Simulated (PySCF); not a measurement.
Cards and structures have been mixed up. Pair them.

Structures:
1. `C(F)CF` (C2H4F2)
2. `CC=C=CC(C)=O` (C6H8O)
3. `[OH][Zn][OH]` (H2O2Zn)

Card P (geometry PBE0-D3(BJ)/def2-SVP):
- Rotational constants A, B, C: 17.542, 5.074, 4.429 GHz
- Dipole moment (PBE/pcSseg-2): 2.49 D
- Core binding energies (ΔSCF SCAN, pcX-2 on the ionised atom, pcseg-1 elsewhere, spin-free X2C): C1s 293.7 (×2), F1s 692.9 (×2) eV
- Point group: C2
- 13C chemical shifts (computed TMS as zero) by class (GIAO PBE/pcSseg-2): 90.0 (2 C) ppm
- HOMO energy (PBE/pcSseg-2): -7.79 eV

Card Q (geometry PBE0-D3(BJ)/def2-SVP):
* Rotational constants A, B, C: 342.438, 4.617, 4.555 GHz
* Static isotropic polarisability (B3LYP/def2-SVPD): 32.0 au
* Lowest singlet excitation (TDDFT B3LYP/def2-SVPD): 5.09 eV (244 nm, f = 0.000)
* Dipole moment (B3LYP/def2-SVPD): 2.65 D
* Strongest line among the 15 lowest singlet transitions (TDDFT B3LYP/def2-SVPD): S3 at 6.30 eV (197 nm, f = 0.098)

Card R (geometry PBE0-D3(BJ)/def2-SVP):
* Rotational constants A, B, C: 6.655, 1.267, 1.139 GHz
* Static isotropic polarisability (B3LYP/def2-SVPD): 82.9 au
* Point group: C1
* Isotropic shieldings of nuclei other than C and H, by class (GIAO CAM-B3LYP/pcSseg-2): -344 (1 O) ppm
* Lowest singlet excitation (TDDFT B3LYP/def2-SVPD): 3.77 eV (329 nm, f = 0.000)
* 13C chemical shifts (computed TMS as zero) by class (GIAO CAM-B3LYP/pcSseg-2): 237.0 (1 C), 211.2 (1 C), 105.5 (1 C), 99.9 (1 C), 29.1 (1 C), 15.4 (1 C) ppm
* Strongest line among the 10 lowest singlet transitions (TDDFT B3LYP/def2-SVPD): S5 at 6.22 eV (199 nm, f = 0.436)

Each SMILES stands for a single optimised conformer of the isolated species, non-relativistic unless stated; the electronic structure was computed with PySCF and density fitting. NMR classes are plain means over equivalent atoms (diastereotopic ones count apart unless rotation or inversion swaps them), as if these changed places fast.

Question: Which card belongs to which structure?

Answer: P = 1, Q = 3, R = 2. What ties each card to its structure:
- 1 (card P), C2H4F2, monoisotopic mass 66.0 u, 4 heavy atoms: 2 C in 1 class; core lines of C and F; point group C2; an asymmetric top with C = 4.429 GHz; dipole 2.49 D.
- 2 (card R), C6H8O, monoisotopic mass 96.1 u, 7 heavy atoms: 6 C in 6 classes; point group C1; the least shielded carbon (237.0 ppm) is a central carbon of cumulated double bonds; an asymmetric top with C = 1.139 GHz, the lowest such constant on the cards; polarisability 82.9 au for 52 electrons.
- 3 (card Q), H2O2Zn, monoisotopic mass 97.9 u, 3 heavy atoms: an asymmetric top with C = 4.555 GHz, the highest such constant on the cards; polarisability 32.0 au for 48 electrons; dipole 2.65 D.
